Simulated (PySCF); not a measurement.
## Orbital energies, ionisation energy and electron affinity

Compound: (F2In-mu-NH2)2.
Geometry (PBE0-D3(BJ)/def2-SVP, Å), atoms numbered from 1 in this order:
```xyz
12
F4H4In2N2 angstrom
In    -1.5818    0.0795   -0.2302
F     -2.2317    1.3868   -1.5303
F     -2.7359   -1.1016    0.8165
N     -0.0913    1.0133    1.0810
In     1.6022   -0.0951    0.2399
F      2.2491   -1.3996    1.5440
F      2.7552    1.0839   -0.8100
N      0.1117   -1.0258   -1.0734
H     -0.2471    0.8324    2.0746
H     -0.0236    2.0268    0.9709
H      0.0414   -2.0394   -0.9652
H      0.2674   -0.8439   -2.0669
```

Level: CAM-B3LYP/def2-SVPD (PySCF). Frontier orbitals with their largest atomic shares (Löwdin; up to four atoms above 4 %):

| orbital | ε (eV) | main atoms |
| --- | --- | --- |
| HOMO−3 | -12.23 | F7 51 %, F2 28 %, F6 10 % |
| HOMO−2 | -12.22 | F2 37 %, F3 28 %, F6 19 %, F7 13 % |
| HOMO−1 | -11.46 | N8 19 %, N4 18 %, F2 12 %, F6 12 % |
| HOMO | -11.27 | ? |
| LUMO | -1.75 | In5 28 %, In1 28 %, N8 7 %, N4 7 % |
| LUMO+1 | -0.53 | In1 26 %, In5 26 %, N8 8 %, N4 8 % |
| LUMO+2 | 0.13 | In5 27 %, In1 27 %, N4 6 %, N8 6 % |

Task: What vertical ionisation energy does ΔSCF give, and how far is −ε(HOMO) from it?

Result: ΔSCF: 12.04 eV (1162 kJ/mol; threshold wavelength 103.0 nm); ⟨S²⟩ of the doublet left behind is 0.770, against 0.75 for a pure doublet. −ε(HOMO) is 11.27 eV, 0.77 eV below it. In exact Kohn–Sham theory the two would be equal; CAM-B3LYP (range-separated hybrid) falls short of its own ΔSCF value by 6 %. Holes in the HOMO−1 and HOMO−2 were tried too where these lie within 1.2 eV of the HOMO; the lowest converged state counts.

Task: On which atoms does the HOMO lie?

Result: N4 (nitrogen bonded to 2 In and 2 H) 27 %, N8 (nitrogen bonded to 2 In and 2 H) 27 %, F2 (fluorine bonded to In) 6 %, F6 (fluorine bonded to In) 6 %, so no atom holds as much as 40 %. The HOMO−1 lies 0.19 eV lower.

Task: And the vertical electron affinity, the fundamental gap, Mulliken's electronegativity and the hardness (with the factor ½)?

Result: EA = 1.08 eV by ΔSCF (−ε(LUMO) = 1.75 eV). IE − EA = 10.96 eV against an orbital gap of 9.52 eV; (IE + EA)/2 = 6.56 eV; (IE − EA)/2 = 5.48 eV. Parr's electrophilicity index (IE + EA)²/[8(IE − EA)] is 1.96 eV.

Task: What kinetic energy would electrons from this vertical process carry with He I light (21.218 eV)?

Result: 21.22 − 12.04 = 9.18 eV.

Task: How many of the 10 lowest singlet excitations (vertical TDDFT, same level) lie below the ionisation energy?

Result: All 10; they run from 6.20 to 7.62 eV.

Task: With α = 75.2 au, estimate the like-pair dispersion coefficient by London's formula C6 = (3/4)α²I.

Result: I = 0.4424 Eh, so C6 ≈ 1880 au, a rough estimate.

One conformer (not necessarily the lowest) at the PBE0-D3(BJ)/def2-SVP geometry, without solvent, vibrations or thermal averaging. Atoms past krypton carry effective core potentials; spin–orbit coupling is left out.

The run behind these numbers computed excited states and ΔSCF ions as well. Time: 6.0 min of wall time (grids of density and orbitals included); peak memory 1.4 GiB. Hardware: one thread of an Arm Neoverse V1, shared host.
